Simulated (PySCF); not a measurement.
C2H8FNSi, SMILES F[SiH2][C@@H](C)N. Geometry optimised at TPSSh-D3(BJ)/def2-SVP. The structure was generated by enumeration; whether it is a known compound was not checked. Other conformers were not sampled.

Q: Give the equilibrium geometry at TPSSh-D3(BJ)/def2-SVP (PySCF confirms it by a frequency run) as a Z-matrix. (Estimate from the structure and the level; the computed values follow.)

A: One answer among several that fit: 
```
C
H 1 1.1144
N 1 1.4689 2 113.84
H 3 1.0223 1 110.19 2 -56.42
H 3 1.0238 4 106.28 1 -119.48
C 1 1.5329 2 107.84 3 122.13
H 6 1.1016 1 110.75 2 178.73
H 6 1.1021 7 108.89 1 123.18
H 6 1.1040 7 107.51 8 115.98
Si 1 1.8875 2 108.24 6 119.70
F 10 1.6391 1 107.17 2 70.78
H 10 1.4835 11 107.99 4 -98.79
H 10 1.4872 12 110.77 11 117.62
```
